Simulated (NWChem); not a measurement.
System: C$_{2}$H$_{8}$AlO cation, singlet

Input file for NWChem:

```
start job
memory heap 200 mb stack 900 mb global 1100 mb
charge 1
geometry units angstroms
  Al     0.216293    -0.178398     0.170199
  C      1.813395     0.051959    -0.956290
  H      2.675444    -0.482356    -0.543282
  H      2.109198     1.105779    -1.044237
  H      1.659226    -0.327721    -1.975213
  C     -0.928517    -0.781805     1.652945
  H     -1.783098    -1.374747     1.300972
  H     -1.333071     0.058769     2.231897
  H     -0.375068    -1.414994     2.354345
  O     -1.037614     0.855668    -0.816630
  H     -0.850915     1.332549    -1.639545
  H     -1.967023     0.991687    -0.578989
end
basis spherical
  * library 6-31g*
end
dft
  xc b3lyp
  iterations 150
end
driver
  maxiter 120
end
task dft optimize
task dft freq
```

Excerpt of the output:

```
             Northwest Computational Chemistry Package (NWChem) 7.3.0
             --------------------------------------------------------

 C2  symmetry detected

                             Geometry "geometry" -> ""
                             -------------------------

 Output coordinates in angstroms (scale by  1.889725989 to convert to a.u.)

  No.       Tag          Charge          X              Y              Z
 ---- ---------------- ---------- -------------- -------------- --------------
    1 Al                  13.0000     0.00000000     0.00000000     0.32963016
    2 C                    6.0000     1.93786937    -0.00026325     0.67265107
    3 H                    1.0000     2.15474127     0.00313811     1.74603420
    4 H                    1.0000     2.43316684     0.88342784     0.24892623
    5 H                    1.0000     2.43292728    -0.88408832     0.24892677
    6 C                    6.0000    -1.93786937     0.00026325     0.67265107
    7 H                    1.0000    -2.43316684    -0.88342784     0.24892623
    8 H                    1.0000    -2.43292728     0.88408832     0.24892677
    9 H                    1.0000    -2.15474127    -0.00313811     1.74603420
   10 O                    8.0000     0.00000000     0.00000000    -1.57179209
   11 H                    1.0000     0.78845732     0.00089775    -2.13522134
   12 H                    1.0000    -0.78845732    -0.00089775    -2.13522134

 Effective nuclear repulsion energy (a.u.)     160.6616525256

      Symmetry information
      --------------------

 Group name             C2
 Group number              4
 Group order               2
 No. of unique centers     7

                                Z-matrix (autoz)
                                --------

 Units are Angstrom for bonds and degrees for angles

      Type          Name      I     J     K     L     M      Value
      ----------- --------  ----- ----- ----- ----- ----- ----------
    1 Stretch                  1     2                       1.96799
    2 Stretch                  1     6                       1.96799
    3 Stretch                  1    10                       1.90142
    4 Stretch                  2     3                       1.09508
    5 Stretch                  2     4                       1.09808
    6 Stretch                  2     5                       1.09808
    7 Stretch                  6     7                       1.09808
    8 Stretch                  6     8                       1.09808
    9 Stretch                  6     9                       1.09508
   10 Stretch                 10    11                       0.96908
   11 Stretch                 10    12                       0.96908
   12 Bend                     1     2     3               111.46034
   13 Bend                     1     2     4               112.13488
   14 Bend                     1     2     5               112.13493
   15 Bend                     1     6     7               112.13488
   16 Bend                     1     6     8               112.13493
   17 Bend                     1     6     9               111.46034
   18 Bend                     1    10    11               125.54947
   19 Bend                     1    10    12               125.54947
   20 Bend                     2     1     6               159.92418
   21 Bend                     2     1    10               100.03791
   22 Bend                     3     2     4               106.64290
   23 Bend                     3     2     5               106.94468
   24 Bend                     4     2     5               107.18649
   25 Bend                     6     1    10               100.03791
   26 Bend                     7     6     8               107.18649
   27 Bend                     7     6     9               106.64290
   28 Bend                     8     6     9               106.94468
   29 Bend                    11    10    12               108.90106
   30 Torsion                  2     1     6     7        -119.67364
   31 Torsion                  2     1     6     8         119.67363
   32 Torsion                  2     1     6     9          -0.19288
   33 Torsion                  2     1    10    11          -0.07302
   34 Torsion                  2     1    10    12         179.92698
   35 Torsion                  3     2     1     6          -0.19288
   36 Torsion                  3     2     1    10         179.80712
   37 Torsion                  4     2     1     6        -119.67364
   38 Torsion                  4     2     1    10          60.32636
   39 Torsion                  5     2     1     6         119.67363
   40 Torsion                  5     2     1    10         -60.32637
   41 Torsion                  6     1    10    11         179.92698
   42 Torsion                  6     1    10    12          -0.07302
   43 Torsion                  7     6     1    10          60.32636
   44 Torsion                  8     6     1    10         -60.32637
   45 Torsion                  9     6     1    10         179.80712

                           NWChem Geometry Optimization
                           ----------------------------

 maximum gradient threshold         (gmax) =   0.000450
 rms gradient threshold             (grms) =   0.000300
 maximum cartesian step threshold   (xmax) =   0.001800
 rms cartesian step threshold       (xrms) =   0.001200
 fixed trust radius                (trust) =   0.300000
 source of zmatrix                         =   autoz

          -------------------
          Energy Minimization
          -------------------

 Using diagonal initial Hessian
 Scaling for Hessian diagonals: bonds = 1.00  angles = 0.25  torsions = 0.10

          --------
          Step   0

                                 NWChem DFT Module
                                 -----------------

 Summary of "ao basis" -> "ao basis" (spherical)
 ------------------------------------------------------------------------------
       Tag                 Description            Shells   Functions and Types
 ---------------- ------------------------------  ------  ---------------------
 Al                          6-31g*                  8       18   4s3p1d
 C                           6-31g*                  6       14   3s2p1d
 H                           6-31g*                  2        2   2s
 O                           6-31g*                  6       14   3s2p1d

      Symmetry analysis of basis
      --------------------------

        a          40
        b          36

            General Information
            -------------------
          SCF calculation type: DFT
          Wavefunction type:  closed shell.
          No. of atoms     :    12
          No. of electrons :    40
           Alpha electrons :    20
            Beta electrons :    20
          Charge           :     1
          Spin multiplicity:     1
          Use of symmetry is: on ; symmetry adaption is: on
          Maximum number of iterations: 150
          AO basis - number of functions:    76
                     number of shells:    42
          Convergence on energy requested:  1.00D-06
          Convergence on density requested:  1.00D-05
          Convergence on gradient requested:  5.00D-04

[...]

      ----------------------
      Optimization converged
      ----------------------

  Step       Energy      Delta E   Gmax     Grms     Xrms     Xmax
  ---- ---------------- -------- -------- -------- -------- --------
@    6    -398.47568700 -9.3D-07  0.00026  0.00004  0.00024  0.00093
                                     ok       ok       ok       ok

                                Z-matrix (autoz)
                                --------

 Units are Angstrom for bonds and degrees for angles

      Type          Name      I     J     K     L     M      Value     Gradient
      ----------- --------  ----- ----- ----- ----- ----- ---------- ----------
    1 Stretch                  1     2                       1.93370   -0.00003
    2 Stretch                  1     6                       1.93370   -0.00003
    3 Stretch                  1    10                       1.94062    0.00026
    4 Stretch                  2     3                       1.09604   -0.00004
    5 Stretch                  2     4                       1.09735   -0.00001
    6 Stretch                  2     5                       1.09738    0.00000
    7 Stretch                  6     7                       1.09735   -0.00001
    8 Stretch                  6     8                       1.09738    0.00000
    9 Stretch                  6     9                       1.09604   -0.00004
   10 Stretch                 10    11                       0.97649    0.00001
   11 Stretch                 10    12                       0.97649    0.00001
   12 Bend                     1     2     3               110.16524   -0.00003
   13 Bend                     1     2     4               112.13629    0.00002
   14 Bend                     1     2     5               112.12364    0.00002
   15 Bend                     1     6     7               112.13629    0.00002
   16 Bend                     1     6     8               112.12364    0.00002
   17 Bend                     1     6     9               110.16524   -0.00003
   18 Bend                     1    10    11               125.26908   -0.00001
   19 Bend                     1    10    12               125.26908   -0.00001
   20 Bend                     2     1     6               147.50482    0.00006
   21 Bend                     2     1    10               106.24759   -0.00003
   22 Bend                     3     2     4               107.26638   -0.00001
   23 Bend                     3     2     5               107.26456   -0.00001
   24 Bend                     4     2     5               107.63781    0.00002
   25 Bend                     6     1    10               106.24759   -0.00003
   26 Bend                     7     6     8               107.63781    0.00002
   27 Bend                     7     6     9               107.26638   -0.00001
   28 Bend                     8     6     9               107.26456   -0.00001
   29 Bend                    11    10    12               109.46184    0.00001
   30 Torsion                  2     1     6     7        -119.44545    0.00002
   31 Torsion                  2     1     6     8         119.32377   -0.00002
   32 Torsion                  2     1     6     9          -0.05558    0.00000
   33 Torsion                  2     1    10    11          -0.02713   -0.00000
   34 Torsion                  2     1    10    12         179.97287   -0.00000
   35 Torsion                  3     2     1     6          -0.05558    0.00000
   36 Torsion                  3     2     1    10         179.94442    0.00000
   37 Torsion                  4     2     1     6        -119.44545    0.00002
   38 Torsion                  4     2     1    10          60.55455    0.00002
   39 Torsion                  5     2     1     6         119.32377   -0.00002
   40 Torsion                  5     2     1    10         -60.67623   -0.00002
   41 Torsion                  6     1    10    11         179.97287   -0.00000
   42 Torsion                  6     1    10    12          -0.02713   -0.00000
   43 Torsion                  7     6     1    10          60.55455    0.00002
   44 Torsion                  8     6     1    10         -60.67623   -0.00002
   45 Torsion                  9     6     1    10         179.94442    0.00000

                         Geometry "geometry" -> "geometry"
                         ---------------------------------

 Output coordinates in angstroms (scale by  1.889725989 to convert to a.u.)

[...]

 Rotational Constants
 --------------------
 A=   0.201354 cm-1  (  0.289696 K)
 B=   0.143152 cm-1  (  0.205959 K)
 C=   0.086380 cm-1  (  0.124279 K)

 Temperature                      =   298.15K
 frequency scaling parameter      =   1.0000

 Zero-Point correction to Energy  =   60.968 kcal/mol  (  0.097158 au)
 Thermal correction to Energy     =   66.211 kcal/mol  (  0.105514 au)
 Thermal correction to Enthalpy   =   66.803 kcal/mol  (  0.106458 au)

 Total Entropy                    =   87.307 cal/mol-K
   - Translational                =   38.845 cal/mol-K (mol. weight =  75.0390)
   - Rotational                   =   24.586 cal/mol-K (symmetry #  =        2)
   - Vibrational                  =   23.876 cal/mol-K

 Cv (constant volume heat capacity) =   26.874 cal/mol-K
   - Translational                  =    2.979 cal/mol-K
   - Rotational                     =    2.979 cal/mol-K
   - Vibrational                    =   20.915 cal/mol-K

[normal modes left out]

 ----------------------------------------------------------------------------
 Normal Eigenvalue ||           Projected Infra Red Intensities
  Mode   [cm**-1]  || [atomic units] [(debye/angs)**2] [(KM/mol)] [arbitrary]
 ------ ---------- || -------------- ----------------- ---------- -----------
    1       -0.000 ||    0.018895           0.436        18.420       4.548
    2        0.000 ||    0.001612           0.037         1.572       0.388
    3        0.000 ||    0.012725           0.294        12.404       3.063
    4        0.000 ||    0.004558           0.105         4.443       1.097
    5        0.000 ||    0.012780           0.295        12.458       3.076
    6        0.000 ||    0.001278           0.029         1.246       0.308
    7       36.592 ||    0.000000           0.000         0.000       0.000
    8       45.833 ||    0.000047           0.001         0.045       0.011
    9      156.997 ||    0.010155           0.234         9.899       2.444
   10      159.536 ||    0.000901           0.021         0.878       0.217
   11      166.810 ||    0.001198           0.028         1.168       0.288
   12      306.235 ||    0.000000           0.000         0.000       0.000
   13      342.580 ||    0.322357           7.437       314.250      77.586
   14      453.505 ||    0.021901           0.505        21.350       5.271
   15      563.680 ||    0.009691           0.224         9.447       2.333
   16      584.070 ||    0.020217           0.466        19.708       4.866
   17      642.396 ||    0.000000           0.000         0.000       0.000
   18      697.041 ||    0.005253           0.121         5.121       1.264
   19      758.453 ||    0.117577           2.713       114.620      28.299
   20      773.428 ||    0.151945           3.505       148.123      36.571
   21      798.304 ||    0.147773           3.409       144.057      35.567
   22     1298.329 ||    0.028670           0.661        27.949       6.900
   23     1302.310 ||    0.004324           0.100         4.216       1.041
   24     1467.697 ||    0.000141           0.003         0.137       0.034
   25     1473.762 ||    0.000000           0.000         0.000       0.000
   26     1476.981 ||    0.008897           0.205         8.673       2.141
   27     1480.177 ||    0.010356           0.239        10.096       2.493
   28     1683.202 ||    0.160738           3.708       156.696      38.687
   29     3044.753 ||    0.001633           0.038         1.592       0.393
   30     3046.111 ||    0.001493           0.034         1.455       0.359
   31     3116.052 ||    0.000000           0.000         0.000       0.000
   32     3116.772 ||    0.000003           0.000         0.003       0.001
   33     3129.069 ||    0.000001           0.000         0.001       0.000
   34     3129.465 ||    0.000548           0.013         0.534       0.132
   35     3665.875 ||    0.175090           4.039       170.686      42.141
   36     3751.764 ||    0.242983           5.606       236.872      58.482
 ----------------------------------------------------------------------------
```

Level: B3LYP/6-31G* (spherical d). Low-valent species are run as closed-shell singlets; no triplet was tried in these runs.
